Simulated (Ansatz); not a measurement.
Species: CH$_{5}$OSi (charge 0, doublet). It need not be the lowest isomer of its formula. SMILES: O([SiH2])C
Geometry from a B3LYP-D3(BJ)/def2-TZVP (Ansatz, a quantum-chemistry and plane-wave program) optimisation:
```
O
C 1 1.4191
H 2 1.0896 1 107.95
H 2 1.0933 3 108.81 1 120.36
H 2 1.0945 3 108.85 4 118.54
Si 1 1.6498 2 124.94 3 -164.94
H 6 1.4858 1 105.76 2 165.86
H 6 1.4962 7 110.89 1 118.84
```
Charge 0, spin multiplicity 2.

Atomisation energy built up term by term with Ansatz (kcal/mol; UHF references for open shells; valence terms freeze the core; atomic spin-orbit terms are left out). Basis-set limits of correlation are two-point, X^-3; Hartree-Fock from the larger set.

| term | basis | kcal/mol |
|---|---|---|
| Hartree-Fock | aug-cc-pV(Q+d)Z | 478.87 |
| CCSD correlation | CBS(aug-cc-pV(T+d)Z,aug-cc-pV(Q+d)Z) | 159.66 |
| (T) | CBS(aug-cc-pV(T+d)Z,aug-cc-pV(Q+d)Z) | 8.68 |
| core correlation | cc-pwCVTZ | 1.15 |
| scalar relativity (X2C) | cc-pVTZ-DK against cc-pVTZ | -1.10 |
| sum: De |  | 647.3 |

(T) makes 1.3 % of the CCSD(T) atomisation energy; under 5 % is typical of single-reference molecules.
